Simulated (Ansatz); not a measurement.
Input for Ansatz (a program for electronic structure): R-B97M-V/def2-TZVPP on H2O (SMILES O).

Ansatz 0.2 input:
```yaml
crystal:
  periodic: [false, false, false]
  atoms:
    - {symbol: O, position_ang: [-0.00000000, 0.00000000, 0.38961139]}
    - {symbol: H, position_ang: [0.00000000, 0.76498632, -0.19485569]}
    - {symbol: H, position_ang: [0.00000000, -0.76498632, -0.19485569]}
basis:
  gaussian:
    orbitals: def2-TZVPP
hamiltonian:
  xc: {name: B97M-V}
scf: {lower_state_search: off}
```

Predict the final total energy.

-76.4361 hartree.
